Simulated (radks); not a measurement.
Valence configurations of Sn+ (all share [Kr]). Method: Dirac Kohn-Sham, PBE, spin-unpolarised, spherical densities, finite nucleus; open shells are shared between the two j in proportion to 2j + 1; Fermi nuclear charge, rms radius 4.6519 fm; computed with a radial shooting solver on a logarithmic mesh with Libxc functionals. Energies are relative to 4d10 5s2 5p1; eigenvalues in eV.

| valence | E (eV) | e(4d3/2) | e(4d5/2) | e(5p1/2) | e(5p3/2) | e(5s1/2) |
|---|---|---|---|---|---|---|
| 4d10 5s2 5p1 | 0.000 | -34.416 | -33.373 | -10.649 | -10.079 | -17.804 |
| 4d9.5 5s2 5p1.5 | 12.326 | -37.506 | -36.434 | -11.497 | -10.868 | -18.996 |
| 4d10 5p3 | 15.432 | -37.290 | -36.237 | -12.048 | -11.419 | - |
| 4d10 5s1 5p2 | 7.629 | -35.888 | -34.840 | -11.372 | -10.772 | -18.691 |
| 4d9 5s2 5p2 | 25.787 | -40.576 | -39.476 | -12.312 | -11.625 | -20.143 |
| 4d9.5 5s1.5 5p2 | 16.307 | -38.217 | -37.143 | -11.843 | -11.200 | -19.420 |
| 4d9.5 5p3.5 | 28.501 | -40.259 | -39.177 | -12.820 | -12.134 | - |
| 4d9.5 5s1 5p2.5 | 20.331 | -38.913 | -37.836 | -12.179 | -11.521 | -19.830 |
| 4d8 5p5 | 74.420 | -49.152 | -47.987 | -15.025 | -14.168 | - |

NIST lists [Kr] 4d10 5s2 5p1 as the ground configuration; this level of theory agrees among the configurations tried. The energies are those of spherical spin-averaged densities, not of single terms.
